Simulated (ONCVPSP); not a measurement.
# Pseudopotential generation for titanium: ONCV, revPBE, scalar-relativistic.

Ti, optimised norm-conserving Vanderbilt (ONCV), made with ONCVPSP 4.0.1 (revPBE, scalar-relativistic). Core [Ne], reference 3s2 3p6 3d2 4s2. Waves: 3s+4s: rc 1.60 bohr, ncon 4, nbas 8, qcut 6.7 1/bohr, 2 projectors; 3p: rc 0.95 bohr, ncon 4, nbas 8, qcut 7.8 1/bohr, 2 projectors, debl 1.6 Ha; 3d: rc 1.95 bohr, ncon 4, nbas 9, qcut 8.6 1/bohr, 2 projectors, debl 1.6 Ha. Local part: polynomial inside 0.75 bohr (lpopt 1, dvloc0 -1 Ha). Core correction: Teter function, fcfact 2.75, rcfact 1.

Question: Does the generator finish with these settings?

Answer: Yes, a potential is produced and its reference levels are reproduced.

Question: Estimate the cutoffs (Ha) at which the residual kinetic energy of the hardest occupied pseudo-wave falls to 1 and 0.1 mHa per electron.

Answer: 36 Ha and 190 Ha.

Question: Does the potential have ghost states?

Answer: No bound ghost flagged; GHOST(+) flagged for s at 180.3 eV.

Question: Which valence shell sets the plane-wave cutoff?

Answer: 3p: 36 Ha for 1 mHa per electron, against 26 Ha for 3d.

Question: Tests: 3s2 3p6 3d2 4s1; 3s2 3p6 3d2 4s0; 3s2 3p6 3d1 4s0; 3s2 3p6 3d2 4s1 4p1. Which has the largest error in its energy relative to the reference configuration, and how large is it?

Answer: 3s2 3p6 3d1 4s0, with +62 meV (all-electron minus pseudo) on +47.57 eV.
